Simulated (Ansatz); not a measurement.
`F[SiH2]C[SiH](F)F` + `O[SiH3]` → `F[SiH2]O[SiH3]` + `C[SiH](F)F`  (ligand exchange at the Si–C bond)

Computed with Ansatz on PBE0-D4/def2-TZVP structures; ΔE is electronic, products minus reactants. CBS: MP2 limit from def2 TZ/QZ plus the TZ coupled-cluster correction, frozen cores. Functionals use def2-TZVPP. B3LYP here is the variant with VWN-RPA as its local correlation; programs differ in this. Each species was taken in one conformer, which may not be the lowest.

Is it downhill or uphill in electronic energy at CCSD(T)/CBS, and by how much? (Best estimate.)

Computed: Downhill: ΔE = -121.6 kJ/mol.

What do these levels give: r2SCANh-D4, r2SCAN0-D4, BHLYP-D4, CAM-B3LYP-D4, ωB97X-V, B3LYP, r2SCAN0, CAM-B3LYP, MP2/def2-SVP, CCSD/def2-SVP, MP2/def2-TZVPP, HF/CBS(def2)? (Estimate.)

The calculation gave: r2SCANh-D4 -120.5, r2SCAN0-D4 -121.7, BHLYP-D4 -131.3, CAM-B3LYP-D4 -127.7, ωB97X-V -119.9, B3LYP -127.3, r2SCAN0 -122.4, CAM-B3LYP -129.5, MP2/def2-SVP -120.5, CCSD/def2-SVP -121.8, MP2/def2-TZVPP -122.5, HF/CBS(def2) -146.3 kJ/mol.

What do rigid-rotor, harmonic-oscillator terms from PBE0-D4/def2-TZVP frequencies (298.15 K, 1 bar) make of the CCSD(T)/CBS value? (Estimate.)

Ansatz gave: ΔZPE = +2.4 kJ/mol, ΔH = -119.5 kJ/mol, ΔS = 8 J/(mol·K), ΔG = -121.9 kJ/mol. Modes under 50 cm⁻¹ make the entropy rough.

Largest T1 diagnostic among the species: 0.012.

In def2-TZVPP, CCSD(T) changes the Hartree–Fock value by +21.9 kJ/mol (the triples alone add +3.1 kJ/mol) and MP2 by +21.2 kJ/mol. Leaving LDA and LC-ωPBE aside and taking each functional with its dispersion term where it has one, the values, not all of them listed here, spread over 24.7 kJ/mol, from BHLYP-D4 to revPBE-D4. From PBE to PBE0 (25 % exact exchange), in def2-TZVPP and without D4, ΔE moves by −4.8 kJ/mol.
